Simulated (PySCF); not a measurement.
B(OH)2(NH2) (BH4NO2), SMILES NB(O)O. The structure is a stationary point at B3LYP-D3(BJ)/def2-SVP. One conformer was computed; it need not be the lowest.

Computed with B3LYP-D3(BJ)/def2-SVP (PySCF 2.14.0).

Harmonic wavenumbers (cm⁻¹): 161, 276, 389, 417, 454, 529, 651, 872, 883, 944, 1025, 1417, 1443, 1598, 3630, 3738, 3893, 3898. Rotational constants (GHz): 9.769, 9.313, 4.768; symmetry number 2.

**Question.** Work out the zero-point energy and the ideal-gas rigid-rotor harmonic-oscillator thermochemistry at 298.15 K and 1 atm.

**Answer.** ZPE = ½ Σ hcν = ½ × 26219 cm⁻¹ = 37.48 kcal/mol. H − E(el) = 41.42 kcal/mol. Entropy in cal/(mol K): translation 38.24, rotation 22.74, vibration 8.29, total 69.27. G − E(el) = 20.77 kcal/mol. Cp = 20.05 cal/(mol K).
